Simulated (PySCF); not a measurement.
CCl₃, charge -1, singlet, geometry from GFN2-xTB; PySCF with HF/def2-SV(P).

Here is a job for PySCF.
```python
from pyscf import gto, scf

mol = gto.M(
    atom='''
C    -0.011093   -0.010052    0.658198
Cl    0.000761    1.668324   -0.051984
Cl    1.445327   -0.832289   -0.065826
Cl   -1.442173   -0.832488   -0.114495
''',
    basis='def2-sv(p)',
    charge=-1,
    spin=0,
    verbose=4,
)

mf = scf.RHF(mol)
mf.kernel()
mo_i, mo_e, stable_i, stable_e = mf.stability(internal=True, external=True, return_status=True, nroots=6, tol=1e-6)
print('internally stable:', stable_i, ' externally stable:', stable_e)
if not stable_e:
    umf = mf.to_uhf() if not hasattr(mf, 'xc') else mf.to_uks()
    umf.scf_summary = {}
    umf.kernel(umf.make_rdm1(mo_e, umf.mo_occ))
mf.analyze()
```

Output, abridged:

```
PySCF version 2.14.0

[INPUT] verbose = 4
[INPUT] num. atoms = 4
[INPUT] num. electrons = 58
[INPUT] charge = -1
[INPUT] spin (= nelec alpha-beta = 2S) = 0
[INPUT] symmetry False subgroup None
[INPUT] Mole.unit = angstrom
[INPUT] Symbol           X                Y                Z      unit          X                Y                Z       unit  Magmom
[INPUT]  1 C     -0.011093000000  -0.010052000000   0.658198000000 AA   -0.020962731900  -0.018995527004   1.243813955736 Bohr   0.0
[INPUT]  2 Cl     0.000761000000   1.668324000000  -0.051984000000 AA    0.001438081581   3.152675447039  -0.098235522859 Bohr   0.0
[INPUT]  3 Cl     1.445327000000  -0.832289000000  -0.065826000000 AA    2.731272190439  -1.572798266488  -0.124393111876 Bohr   0.0
[INPUT]  4 Cl    -1.442173000000  -0.832488000000  -0.114495000000 AA   -2.725311994242  -1.573174321987  -0.216364192632 Bohr   0.0

nuclear repulsion = 247.718361695961
number of shells = 30
number of NR pGTOs = 132
number of NR cGTOs = 68
basis = def2-sv(p)
ecp = {}

******** <class 'pyscf.scf.hf.RHF'> ********
method = RHF
initial guess = minao
damping factor = 0
level_shift factor = 0
DIIS = <class 'pyscf.scf.diis.CDIIS'>
diis_start_cycle = 1
diis_space = 8
diis_damp = 0
SCF conv_tol = 1e-09
SCF conv_tol_grad = None
SCF max_cycles = 50
direct_scf = True
direct_scf_tol = 1e-13
Set gradient conv threshold to 3.16228e-05
Initial guess from minao.
init E= -1415.96532225539
cycle= 1 E= -1415.74950115543  delta_E= 0.216  |g|= 0.515  |ddm|= 2.41
cycle= 2 E= -1415.8006128757  delta_E= -0.0511  |g|= 0.383  |ddm|= 1.05
cycle= 3 E= -1415.83860022484  delta_E= -0.038  |g|= 0.0538  |ddm|= 0.395
cycle= 4 E= -1415.84199773638  delta_E= -0.0034  |g|= 0.027  |ddm|= 0.251
cycle= 5 E= -1415.84307909249  delta_E= -0.00108  |g|= 0.0102  |ddm|= 0.17
cycle= 6 E= -1415.84327064719  delta_E= -0.000192  |g|= 0.00249  |ddm|= 0.0899
cycle= 7 E= -1415.84327953706  delta_E= -8.89e-06  |g|= 0.000476  |ddm|= 0.0182
cycle= 8 E= -1415.84327975174  delta_E= -2.15e-07  |g|= 0.000152  |ddm|= 0.00212
cycle= 9 E= -1415.84327976855  delta_E= -1.68e-08  |g|= 2.78e-05  |ddm|= 0.000473
cycle= 10 E= -1415.84327976924  delta_E= -6.9e-10  |g|= 6.37e-06  |ddm|= 0.000103
Extra cycle  E= -1415.84327976927  delta_E= -3.18e-11  |g|= 2.55e-06  |ddm|= 1.46e-05
converged SCF energy = -1415.84327976927
rhf_internal: lowest eigs of H = [0.79254534 1.00959353 1.00959414 1.26460013 1.3778926  1.37789267]
<class 'pyscf.scf.hf.RHF'> wavefunction is stable in the internal stability analysis
rhf_real2complex: lowest eigs of H = [0.17737742 0.20481376 0.20481392 0.30528823 0.31502543 0.31502549]
<class 'pyscf.scf.hf.RHF'> wavefunction is stable in the real -> complex stability analysis
rhf_external: lowest eigs of H = [0.08963965 0.08963978 0.10607378 0.21297328 0.21297337 0.23895873]
<class 'pyscf.scf.hf.RHF'> wavefunction is stable in the RHF/RKS -> UHF/UKS stability analysis
internally stable: True  externally stable: True
**** SCF Summaries ****
Total Energy =                       -1415.843279769274432
Nuclear Repulsion Energy =             247.718361695960652
One-electron Energy =                -2463.267881201526507
Two-electron Energy =                  799.706239736291536
Two-electron Coulomb Energy =          887.801671413050826
DFT Exchange-Correlation Energy =      -88.095431676759290
**** MO energy ****
MO #1   energy= -104.579451284113  occ= 2
MO #2   energy= -104.579451230951  occ= 2
MO #3   energy= -104.579387627002  occ= 2
MO #4   energy= -11.1333172712683  occ= 2
MO #5   energy= -10.3434595493849  occ= 2
MO #6   energy= -10.3434594929285  occ= 2
MO #7   energy= -10.3434389507578  occ= 2
MO #8   energy= -7.81835025155077  occ= 2
MO #9   energy= -7.81835019466308  occ= 2
MO #10  energy= -7.81832929669184  occ= 2
MO #11  energy= -7.8154035658883   occ= 2
MO #12  energy= -7.81539103567447  occ= 2
MO #13  energy= -7.81539097959733  occ= 2
MO #14  energy= -7.81516195240657  occ= 2
MO #15  energy= -7.81516189641233  occ= 2
MO #16  energy= -7.81515286962523  occ= 2
MO #17  energy= -0.970413000083995 occ= 2
MO #18  energy= -0.866532960438287 occ= 2
MO #19  energy= -0.866532869004794 occ= 2
MO #20  energy= -0.561795966168486 occ= 2
MO #21  energy= -0.365985190038334 occ= 2
MO #22  energy= -0.365985140678338 occ= 2
MO #23  energy= -0.341954799498704 occ= 2
MO #24  energy= -0.27410217241801  occ= 2
MO #25  energy= -0.274102118523857 occ= 2
MO #26  energy= -0.230803930338441 occ= 2
MO #27  energy= -0.230803875127036 occ= 2
MO #28  energy= -0.22136561543542  occ= 2
MO #29  energy= -0.108664006221878 occ= 2
MO #30  energy= 0.383749530445395  occ= 0
MO #31  energy= 0.440301816043565  occ= 0
MO #32  energy= 0.440301960299499  occ= 0
MO #33  energy= 0.776643668899951  occ= 0
MO #34  energy= 0.865852383697996  occ= 0
MO #35  energy= 0.865852511499869  occ= 0
MO #36  energy= 0.918158618674537  occ= 0
MO #37  energy= 0.953948718873887  occ= 0
 ** Mulliken pop on meta-lowdin orthogonal AOs  **
 ** Mulliken pop  **
 ** Mulliken atomic charges  **
charge of    0C =     -0.25162
charge of    1Cl =     -0.24946
charge of    2Cl =     -0.24946
charge of    3Cl =     -0.24946

WARN: System has nonzero charge -1; the dipole moment is origin-dependent.
Location of origin: [0. 0. 0.]

Dipole moment(X, Y, Z, Debye):  0.02508,  0.02272, -1.48798
```
